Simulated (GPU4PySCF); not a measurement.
C₁₃H₁₀, SMILES c1ccc2c(c1)Cc1ccccc1-2.

Geometry optimised at B3LYP-D3(BJ)/def2-TZVP. Other conformers were not sampled.

Method: SMD-B3LYP/def2-SVP (GPU4PySCF).

Solvation free energies are E(SMD) − E(gas) at the gas-phase geometry, for 1 M in both phases. In vacuum the dipole moment is 0.53 D.

Computed solvation free energies in water, benzene, 1-octanol, methanol:
```json
[
 {"solvent": "water", "ΔG(solv) (kcal/mol)": "-1.7", "its non-electrostatic (CDS) part": "3.6", "dipole (D)": "0.86"},
 {"solvent": "benzene", "ΔG(solv) (kcal/mol)": "-9.3", "its non-electrostatic (CDS) part": "-7.2", "dipole (D)": "0.66"},
 {"solvent": "1-octanol", "ΔG(solv) (kcal/mol)": "-7.0", "its non-electrostatic (CDS) part": "-2.6", "dipole (D)": "0.81"},
 {"solvent": "methanol", "ΔG(solv) (kcal/mol)": "-7.3", "its non-electrostatic (CDS) part": "-2.3", "dipole (D)": "0.85"}
]
```
